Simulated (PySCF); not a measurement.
Output of ΔSCF core-hole calculations on F4O6Si4 ((FSi)4O6 adamantane).

Computed with PySCF, delta-SCF UKS SCAN, pcX-2 on the ionised atom, pcseg-1 elsewhere, spin-free X2C. The program numbers atoms from 0. The cycles run on a coarse integration grid; for E(ground) and E(ion) the exchange–correlation energy is redone on a finer one, so they differ from the last cycle, and only they enter the binding energy.

Coordinates (Å, PBE0-D3(BJ)/def2-SVP):
```
Si    -0.592076     1.597892     0.191731
F     -1.135940     3.072715     0.369710
O      0.003227     1.316690    -1.329797
Si     0.594183    -0.209328    -1.594711
F      1.143636    -0.402550    -3.065469
O      1.761255    -0.460804    -0.444551
Si     1.266420    -0.279586     1.126370
F      2.428493    -0.535279     2.168672
O      0.640076     1.250127     1.243691
O     -0.005911    -1.321550     1.334584
Si    -1.273194    -1.120177     0.286319
F     -2.442842    -2.152662     0.547101
O     -1.764782     0.454901     0.449805
O     -0.641973    -1.254179    -1.240254
```

```
ground state, core basis on atom 1 (F), 243 functions
  cycle   1  E = -2011.95432396  |g| = 1.28e-01
  cycle   2  E = -2011.95350521  |g| = 9.98e-02
  cycle   3  E = -2011.95430586  |g| = 6.59e-02
  cycle   4  E = -2011.95489816  |g| = 8.73e-03
  cycle   5  E = -2011.95491594  |g| = 2.26e-03
  cycle   6  E = -2011.95491457  |g| = 4.81e-04
  E(ground) = -2012.09334908 Eh
hole in F 1s of atom 1
  cycle   1  E = -1985.55211337  |g| = 2.58e+00
  cycle   2  E = -1985.55862375  |g| = 2.08e+00
  cycle   3  E = -1986.40859845  |g| = 3.12e-01
  cycle   4  E = -1986.41791046  |g| = 2.24e-01
  cycle   5  E = -1986.43661061  |g| = 3.49e-02
  cycle   6  E = -1986.43690645  |g| = 1.94e-02
  cycle   7  E = -1986.43703630  |g| = 5.73e-03
  cycle   8  E = -1986.43705042  |g| = 1.46e-03
  cycle   9  E = -1986.43705143  |g| = 5.11e-04
  cycle  10  E = -1986.43705024  |g| = 3.67e-04
  E(ion) = -1986.58177871 Eh   <S^2> = 0.7565   hole on atom = 1.000
```

What is the F 1s binding energy of atom 1?

(-1986.581779 − (-2012.093349)) Eh × 27.2114 eV/Eh = 694.21 eV, for the fluorine bonded to Si.

One conformer (not necessarily the lowest) at the PBE0-D3(BJ)/def2-SVP geometry, without solvent, vibrations or thermal averaging.

On 2 threads, Intel Xeon Platinum 8259CL at 2.50 GHz (x86_64), no GPU, shared host, this took 50 s wall, 2.0 min CPU and 1.2 GiB of memory at its peak.
Labels such as C1 count atoms from 1, the log's own numbers from 0.
